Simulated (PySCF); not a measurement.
CClF2, SMILES F[C](F)Cl (connectivity only; charge and spin as stated), charge +1, multiplicity 1.

Geometry optimised at ωB97X-D3(BJ)/def2-TZVP. The spin state was assumed, not searched. The isomer is the one that the SMILES or the coordinates give; other isomers of the formula were not compared.

These are r2SCAN/def2-TZVPD in PySCF values and carry that method's errors.

Symmetry labels are those of the subgroup C2v that the program uses (full group C2v).

List the valence orbital energies around the gap with their symmetry. (An estimate is asked for; the answer gives what the named calculation found.)


```csv
orbital,symmetry,energy (eV)
HOMO−7,B2,-24.07
HOMO−6,A1,-22.93
HOMO−5,B1,-22.75
HOMO−4,A2,-20.02
HOMO−3,A1,-19.54
HOMO−2,B2,-19.52
HOMO−1,B1,-17.29
HOMO,B2,-16.56
LUMO,B1,-11.08
LUMO+1,A1,-7.61
LUMO+2,A1,-5.09
LUMO+3,B2,-4.03
```
